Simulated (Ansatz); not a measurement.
Cartesian coordinates in Å:
```
B 0.393 1.766 0.550
Al -0.652 1.037 -1.111
C -0.766 -0.961 -0.984
O -0.582 -1.432 0.352
C 0.557 -0.962 0.957
H -0.141 2.063 1.586
H 1.585 1.921 0.527
H -1.265 1.747 -2.397
H -0.015 -1.429 -1.646
H -1.734 -1.352 -1.308
H 0.664 -1.442 1.931
H 0.490 0.149 1.185
H 1.466 -1.105 0.358
```

The species carries charge 0 and has multiplicity 1.

Q: List the B3LYP/def2-TZVPP orbital energies in eV (Ansatz 0.2.0). (Estimate.)

A: Computed: Occupied: -1523.87, -521.05, -278.66, -277.54, -183.38, -111.91, -72.67, -72.44, -72.42, -28.75, -19.96, -17.47, -14.30, -13.37, -13.19, -12.42, -10.92, -10.49, -9.58, -9.31, -8.48, -7.40, -6.49. Lowest empty: -1.76, -1.43, 0.52, 1.00, 1.56, 1.78, 2.22, 2.40.

B3LYP here is the variant with VWN-RPA as its local correlation; programs differ in this.
